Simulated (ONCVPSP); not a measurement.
**Scattering properties, ONCV potential for copper**

```json
{
  "Element": "Cu",
  "Generator": "ONCVPSP 4.0.1",
  "Type": "optimised norm-conserving Vanderbilt (ONCV)",
  "Functional": "PW91",
  "Relativity": "scalar-relativistic",
  "Frozen core": "[Ne]",
  "Valence charge": "19",
  "Reference configuration": "3s2 3p6 3d8 (charge +3)",
  "Partial waves": "3s: rc 0.90 bohr, ncon 4, nbas 8, qcut 15.1 1/bohr, 2 projectors, debl 2 Ha; 3p: rc 1.10 bohr, ncon 4, nbas 7, qcut 15.8 1/bohr, 2 projectors, debl 1.6 Ha; 3d: rc 0.90 bohr, ncon 4, nbas 9, qcut 19.9 1/bohr, local",
  "Local potential": "the d channel",
  "Core correction": "Teter function, fcfact 2.5, rcfact 1.25"
}
```

In the s channel the program set the typed energies aside and used -5.907, 0.250 Ha. In the p channel the program set the typed energies aside and used -4.333, 0.250 Ha.

The phase is arctan(r·R′/R) of the radial function R(r), unwrapped; energies in Ha, scanned from -7 to 5 Ha. A pole is an energy at which the radial function vanishes at the test radius. The pseudo phase is shifted by a multiple of π to meet the all-electron one at the reference energy, and phase errors are pseudo minus all-electron; the curves can meet again beyond the range given. Levels narrower than the energy grid can be missing from the lists of poles.

For each channel, where are the poles, and over which energies does the pseudopotential scatter like the atom?

| channel | radius (bohr) | reference energy (Ha) | poles, all-electron | poles, pseudo | unbroken range about the reference energy with phases within 0.05 rad | phase error 1 Ha above the reference energy (rad) |
| --- | --- | --- | --- | --- | --- | --- |
| s | 0.91 | -5.91 | -2.40 | -2.40 | the whole range | +0.000 |
| p | 1.12 | -4.33 | -3.04 | -3.04 | the whole range | +0.000 |
| d | 0.91 | -1.80 | 1.17 | 1.30 | below 4.3 | +0.002 |

Note: ghosts flagged at negative energy: s at -5523.2 eV; GHOST(+) flags only above 600 eV. A true bound ghost makes a file unfit for plane-wave use.

Phases in the p channel:

```
E (Ha)  all-electron  pseudo
 -6.96         0.880   0.881
 -6.32         0.605   0.606
 -5.68         0.001   0.001
 -5.04        -0.796  -0.796
 -4.40        -1.232  -1.232
 -3.76        -1.439  -1.439
 -3.12        -1.559  -1.559
 -2.48        -1.643  -1.643
 -1.84        -1.711  -1.711
 -1.20        -1.774  -1.774
 -0.56        -1.839  -1.839
  0.08        -1.913  -1.913
  0.72        -2.006  -2.006
  1.36        -2.134  -2.134
  2.00        -2.324  -2.323
  2.64        -2.622  -2.621
  3.28        -3.061  -3.058
  3.92        -3.539  -3.534
  4.56        -3.897  -3.892
```
